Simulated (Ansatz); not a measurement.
(I2In-mu-NH2)2 (In₂I₄N₂H₄). The state is a singlet with charge 0. Geometry r2SCAN-D4/def2-SVP.

```
atom   x (Å)   y (Å)   z (Å)
 In1   0.815   1.401  -0.299
  I2  -0.611   3.510  -1.135
  I3   3.468   1.401   0.086
  N4   0.204  -0.418  -1.400
 In5  -0.816  -1.400   0.299
  I6   0.604  -3.513   1.134
  I7  -3.468  -1.394  -0.088
  N8  -0.202   0.417   1.401
  H9  -0.414  -0.227  -2.195
 H10   0.993  -0.956  -1.771
 H11  -0.990   0.955   1.774
 H12   0.417   0.225   2.194
```

In the def2 sets I, In take a core potential; there is no spin–orbit coupling.

Q: Estimate the orbital energies around the gap (eV) in Ansatz with PBE-D4/def2-SVP, PBE-D4/def2-TZVP, r2SCAN-D4/def2-TZVP, PBE0-D4/def2-SVP, r2SCAN0-D4/def2-TZVP.

A: 
```tsv
orbital	PBE-D4/def2-SVP	PBE-D4/def2-TZVP	r2SCAN-D4/def2-TZVP	PBE0-D4/def2-SVP	r2SCAN0-D4/def2-TZVP
HOMO−5	-6.54	-6.63	-6.95	-7.72	-7.99
HOMO−4	-6.53	-6.63	-6.95	-7.72	-7.99
HOMO−3	-6.52	-6.60	-6.92	-7.70	-7.96
HOMO−2	-6.51	-6.60	-6.91	-7.70	-7.94
HOMO−1	-6.49	-6.59	-6.91	-7.66	-7.93
HOMO	-6.42	-6.52	-6.83	-7.59	-7.85
LUMO	-3.11	-3.21	-3.04	-2.37	-2.35
LUMO+1	-2.53	-2.62	-2.44	-1.73	-1.69
LUMO+2	-1.48	-1.65	-1.35	-0.84	-0.81
LUMO+3	-0.54	-0.91	-0.57	0.22	0.05
LUMO+4	-0.40	-0.61	-0.29	0.34	0.33
LUMO+5	-0.02	-0.21	0.07	0.69	0.65
```
